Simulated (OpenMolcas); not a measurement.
## Tb2+: the spin-orbit constant, worked from levels

```json
{
 "Program": "OpenMolcas 26.06",
 "Basis": "ANO-RCC-VDZP [7s6p4d2f1g]",
 "Scalar Hamiltonian": "DKH2, point nucleus",
 "Active space": "9 electrons in 7 orbitals (4f)",
 "State averaging": "2S+1 = 6 odd, 21 roots; 2S+1 = 4 odd, 224 roots (108 in the spin-orbit step); 2S+1 = 2 odd, 107 roots kept (CI in the orbitals of an earlier block, 63 in the spin-orbit step)",
 "Spin-orbit coupling": "RASSI with atomic mean-field integrals over the reference wave functions, term energies averaged over their components"
}
```

Methods: CASSCF; MS-CASPT2, IPEA 0.25 Eh, imaginary shift 0.1 Eh (closed shells correlated: 5s 5p). Measured levels: Martin, Zalubas and Hagan, Atomic Energy Levels: The Rare-Earth Elements, NSRDS-NBS 60 (1978).

**The spin-orbit constant.** For the Hund term ⁶H° of f9, E(J) = (A/2) J(J+1) + constant and ζ = -2S·A = -5A. From J = 5/2 to J = 15/2 the energy changes by 27.5 A.

```json
{"Source": "CASSCF", "E(15/2) - E(5/2)": "-8873.7", "A": "-322.7", "ζ": "1613"}
{"Source": "MS-CASPT2", "E(15/2) - E(5/2)": "-8812.8", "A": "-320.5", "ζ": "1602"}
{"Source": "measured", "E(15/2) - E(5/2)": "-8285.9", "A": "-301.3", "ζ": "1507"}
```

All in cm-1. MS-CASPT2 is off by +6.4 % and CASSCF by +7.1 %. Both methods take the spin-orbit matrix elements from the reference wave functions, so the second can move ζ only through the term energies and any multistate remixing. Second-order mixing with other terms is absorbed into this ζ.

CASPT2 does not keep the components of a term degenerate, so their means are used; among the terms shown or strongly mixed into the levels shown the widest spread is 250 cm-1 (4f⁹ ⁶H°, MS-CASPT2). High states are left out of the spin-orbit mixing, which shifts the levels that they would mix with. Without dynamic correlation excited terms often stand tens of per cent too high (terms of higher spin than the ground term too low), and those without a measured partner can miss by more than the paired ones (holds for CASSCF). Blocks of more than 70 roots (2S+1 = 4 odd) ran without multistate coupling (holds for MS-CASPT2). Measured partners are found by configuration, term and J. A level has none where our copy of the source lacks it or the pairing is in doubt (some pairs that miss far off the trend of their configuration count as doubtful), and it then counts in no deviation. Levels of configurations outside the active space are missing.

° marks odd parity.
